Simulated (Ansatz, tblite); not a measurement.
Cost and result up the ladder for B₂N₂⁻ (the lowest doublet isomer of a short search) (4 atoms). Total charge -1; doublet. Geometry: PBE0-D4/def2-TZVPD.

Cartesian coordinates in Å:
```
B 0.877 -0.243 1.764
B -0.292 0.081 -0.587
N -0.881 0.245 -1.772
N 0.296 -0.083 0.595
```

Ansatz on 4 threads of Arm Neoverse V2 on a shared host; xTB runs through tblite on one thread. Times are rough, summed over both states, and most runs start from the orbitals of an earlier one. CCSD(T)/def2-TZVPPD serves as the yardstick here, not as an exact answer. Differences are given only for rows in sets of like size (and for xTB, whose basis is part of the method), since another set adds its own error. The other state is a quartet at its own geometry.

The xTB rows come from tblite. Correlated methods freeze 4 core orbitals. HOMO above LUMO, or a gap near zero within one spin, warns that the state may not be the lowest or that an electron is smeared out. The structure comes from a short search, and lower isomers may exist.

Correlated methods converge slowly with the basis.

xTB has no spin-polarisation term.

```json
{"level": "PBE-D4/def2-TZVPD", "functions": "148", "quartet − doublet (eV)": "2.92", "difference from CCSD(T)/def2-TZVPPD (eV)": "-0.27", "remarks": "HOMO above zero (quartet), gap within one spin near zero (doublet)"}
{"level": "PBE0-D4/def2-TZVPD (with forces)", "functions": "148", "quartet − doublet (eV)": "2.91", "difference from CCSD(T)/def2-TZVPPD (eV)": "-0.27", "remarks": "HOMO above zero (quartet)"}
{"level": "GFN1-xTB", "functions": "16", "quartet − doublet (eV)": "4.14", "difference from CCSD(T)/def2-TZVPPD (eV)": "0.96", "remarks": "–"}
{"level": "HF/def2-TZVPD", "functions": "148", "quartet − doublet (eV)": "2.49", "difference from CCSD(T)/def2-TZVPPD (eV)": "-0.70", "remarks": "–"}
{"level": "HF/STO-3G", "functions": "20", "quartet − doublet (eV)": "4.32", "difference from CCSD(T)/def2-TZVPPD (eV)": "–", "remarks": "HOMO above zero (doublet), HOMO above zero (quartet), spin-contaminated (⟨S²⟩ 3.95) (quartet)"}
{"level": "LDA (SPW92)/def2-TZVPD", "functions": "148", "quartet − doublet (eV)": "3.10", "difference from CCSD(T)/def2-TZVPPD (eV)": "-0.09", "remarks": "HOMO above zero (quartet), gap within one spin near zero (doublet)"}
{"level": "MP2/def2-TZVPD", "functions": "148", "quartet − doublet (eV)": "3.08", "difference from CCSD(T)/def2-TZVPPD (eV)": "-0.10", "remarks": "–"}
{"level": "CCSD(T)/def2-TZVPPD", "functions": "148", "quartet − doublet (eV)": "3.19", "difference from CCSD(T)/def2-TZVPPD (eV)": "0.00", "remarks": "–"}
{"level": "r2SCAN0-D4/def2-TZVPD", "functions": "148", "quartet − doublet (eV)": "2.79", "difference from CCSD(T)/def2-TZVPPD (eV)": "-0.40", "remarks": "HOMO above zero (quartet)"}
{"level": "RPA@PBE/def2-TZVPD", "functions": "148", "quartet − doublet (eV)": "3.24", "difference from CCSD(T)/def2-TZVPPD (eV)": "0.05", "remarks": "–"}
{"level": "B2PLYP/def2-TZVPD", "functions": "148", "quartet − doublet (eV)": "3.19", "difference from CCSD(T)/def2-TZVPPD (eV)": "0.00", "remarks": "–"}
{"level": "B97M-V/def2-TZVPD", "functions": "148", "quartet − doublet (eV)": "3.29", "difference from CCSD(T)/def2-TZVPPD (eV)": "0.10", "remarks": "HOMO above zero (quartet), gap within one spin near zero (quartet)"}
{"level": "GFN2-xTB", "functions": "16", "quartet − doublet (eV)": "3.84", "difference from CCSD(T)/def2-TZVPPD (eV)": "0.65", "remarks": "–"}
{"level": "r2SCAN-D4/def2-TZVPD", "functions": "148", "quartet − doublet (eV)": "2.75", "difference from CCSD(T)/def2-TZVPPD (eV)": "-0.43", "remarks": "HOMO above zero (quartet)"}
```

Problem. Estimate how long each takes.

Solution. GFN1-xTB 0.004 s; GFN2-xTB 0.004 s; HF/STO-3G 0.2 s; HF/def2-TZVPD 3.7 s; LDA (SPW92)/def2-TZVPD 7.4 s; r2SCAN-D4/def2-TZVPD 17 s; PBE-D4/def2-TZVPD 18 s; r2SCAN0-D4/def2-TZVPD 19 s; PBE0-D4/def2-TZVPD (with forces) 20 s; MP2/def2-TZVPD 23 s; B2PLYP/def2-TZVPD 31 s; B97M-V/def2-TZVPD 38 s; RPA@PBE/def2-TZVPD 38 s; CCSD(T)/def2-TZVPPD 60 s. On shared hardware such times vary by a factor of up to 3.
